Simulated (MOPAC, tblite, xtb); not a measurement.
Potential energy curve for AsH, triplet. Each curve is given relative to its own lowest point near equilibrium.

| R / Å | A | B | C |
|---|---|---|---|
| 1.24 | 61.3 | 95.2 | 101.2 |
| 1.30 | 34.6 | 48.4 | 53.0 |
| 1.38 | 11.9 | 15.2 | 17.6 |
| 1.46 | 1.3 | 1.9 | 2.7 |
| 1.49 | 0.0 | 0.2 | 0.6 |
| 1.53 | 0.3 | 0.0 | 0.0 |
| 1.58 | 3.8 | 2.2 | 2.2 |
| 1.62 | 8.7 | 5.5 | 5.9 |
| 1.69 | 21.3 | 13.7 | 15.6 |
| 1.80 | 49.6 | 31.1 | 38.0 |
| 1.91 | 85.1 | 52.0 | 66.9 |

Energies in kJ/mol.

### Question
Assign the columns to these levels of theory: GFN1-xTB (xtb); tblite with GFN2-xTB, 300 K electronic temperature; PM7, unrestricted, heats of formation in MOPAC 23.2.5.

### Answer
A is PM7; B is GFN2-xTB; C is GFN1-xTB.

The scan ran from 1.24 to 6.20 Å; beyond the distances shown one of the unrestricted levels run for this scan, shown here or not, changes its spin distribution in one step.
